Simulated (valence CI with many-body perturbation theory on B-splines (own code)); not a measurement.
Values are calculated unless marked as measured or tabulated.
**Sensitivity of CI+MBPT for Xe5+**

Method: relativistic CI+MBPT: three valence electrons over a frozen Dirac-Fock core [Kr] 4d10, radial functions for each j: 6 s, 6 p, 5 d, 3 f, 1 g, with the one-electron correlation potential Σ1 (screened to all orders), the two-electron term Σ2, the three-electron term Σ3, Breit, model QED; selected single and double excitations, second order for the rest, scaled by the run's own slope (own B-spline code, finite nucleus).

Set against measurement, 16 paired levels are off by 444 cm⁻¹ on average, the worst by 761. These come from a selection out of Saloman, J. Phys. Chem. Ref. Data 33, 765 (2004). Levels without a partner in it may be off by more, other configurations by several thousand cm⁻¹.

The reference run has the lowest level 5s2.5p 2P°_1/2 and an ionisation energy of 66.6876 eV. Its largest variational space holds 3732 state functions.

Names give the largest LS component (configuration and term), which can be under half, so a name can repeat, a term be missing and a line seem to break the LS rules; names also repeat where a configuration has a term twice.

Changed runs:
A. screening of Σ1 on → off
B. shift of the energy in Σ1 (hartree) 0 → -1.067
C. QED terms on → off
D. factor on the speed of light 1 → 0.9 (bad on purpose)

Excitation energies of the reference run in cm⁻¹, and shifts in cm⁻¹:

```tsv
Level	Reference	A	B	C	D
5s2.5p 2P°_3/2	15596	+201	-70	-27	+4160
5s.5p2 4P_1/2	92176	+790	-176	+334	+3374
5s.5p2 4P_3/2	99942	+909	-215	+317	+6084
5s.5p2 4P_5/2	106815	+973	-240	+307	+7162
5s.5p2 2D_3/2	124787	+1021	-302	+287	+6501
5s.5p2 2D_5/2	129096	+1108	-331	+274	+8789
5s.5p2 2P_1/2	142291	+964	-276	+319	+5013
5s.5p2 2S_1/2	158332	+1176	-350	+289	+9425
5s.5p2 2P_3/2	159689	+1167	-355	+284	+8880
5s2.5d 2D_3/2	180893	+1356	-799	+21	+4879
5s2.5d 2D_5/2	182983	+1368	-848	+10	+5203
4f.5s2 2F°_5/2	185734	+442	+544	+39	+6309
Ionisation energy (eV)	66.6876	+0.2892	-0.2332	-0.0072	+0.4775
```
